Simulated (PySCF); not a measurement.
Compound: C₃H₇ClOSi.
SMILES with atom numbers: `[CH3:1][O:2]/[CH:3]=[CH:4]\[SiH2:5][Cl:6]` (hydrogens: H7, H8, H9 on C1; H10 on C3; H11 on C4; H12, H13 on Si5)

Jobs on this species (13 atoms, 64 electrons) with PySCF (density fitting). Hardware of each: one thread of an Arm Neoverse V1, no GPU, on a shared host. Other jobs ran on the host; a repeat could differ by tens of per cent or more. Peak memory is the resident size of the whole Python process, interpreter and libraries included.

```csv
level and settings,work,basis functions,SCF cycles,wall time,peak memory
B97-2/pcSseg-1,shieldings,151,?,?,?
PBE0/def2-TZVP,"10 singlets by full TDDFT, 4 Tamm–Dancoff triplets, polarisability",240,14,47 s,0.89 GiB
LC-wPBE/pcSseg-1,shieldings,151,14,32 s,0.79 GiB
PBE0/aug-cc-pVDZ,"10 singlets by full TDDFT, 4 Tamm–Dancoff triplets, polarisability",209,14,42 s,1.0 GiB
PBE0/pcSseg-1,shieldings,151,14,20 s,0.79 GiB
PBE0/6-31+G*,"10 singlets by full TDDFT, 4 Tamm–Dancoff triplets, polarisability",130,14,21 s,0.66 GiB
wB97X-D/pcSseg-1,shieldings,151,14,27 s,0.82 GiB
HF/def2-SVPD,"10 singlets by TDHF, 4 Tamm–Dancoff triplets, polarisability, ΔSCF ions",190,11,25 s,0.74 GiB
BHandHLYP/def2-SVPD,"10 singlets by full TDDFT, 4 Tamm–Dancoff triplets, polarisability, ΔSCF ions",190,12,65 s,0.83 GiB
```

Q: Fill in the missing figures.

A: 
- B97-2/pcSseg-1; shieldings: 23 s, 0.79 GiB, 14 SCF cycles

Q: What do all jobs in the table cost together?

A: About 5.0 min; the longest takes about 22 % of that, and about 3.2 times as long as the shortest.
